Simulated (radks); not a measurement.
Spherical jellium clusters: N electrons in a uniform positive sphere of charge N and radius rs N^(1/3), rs = 5.85 bohr. Method: non-relativistic Kohn-Sham, LDA (Slater exchange, Perdew-Wang correlation), spin-polarised, spherical densities; computed with a radial shooting solver with Libxc functionals. Levels are named by radial order and angular momentum (1s, 1p, 1d, 2s, ...), and open shells are averaged over m.

N = 10, configuration 1s2 1p6 1d(up 2, down 0). This is the lowest configuration that the search found. Occupied and some empty levels:

level    occupation  eigenvalue (eV)  <r> (bohr)
1s up             1          -3.1566       8.325
1s down           1          -3.0324       8.129
1p up             3          -2.6499       9.600
1p down           3          -2.4995       9.559
1d up             2          -1.9742       10.65
1d down           0          -1.8178       10.70
2s up             0          -1.5306       9.206
2s down           0          -1.4609       9.330
1f up             0          -1.1858       11.70
1f down           0          -1.0377       11.85
2p up             0         -0.78003       12.00
2p down           0         -0.70732       12.21

Energy (eV): total -16.8517, kinetic 9.1056, external -257.87, Hartree 128.69, exchange-correlation -26.321, background 129.54.

Electron density:

r (bohr)  n(r) (e/bohr^3)
0.397           0.0005859
1.89            0.0007001
3.39            0.0009383
4.89             0.001235
6.39             0.001481
7.88             0.001539
9.38             0.001310
10.9            0.0008611
12.4            0.0004256
13.9            0.0001627
15.4           0.00005291
16.9           0.00001560
18.4            4.364e-06
19.9            1.170e-06
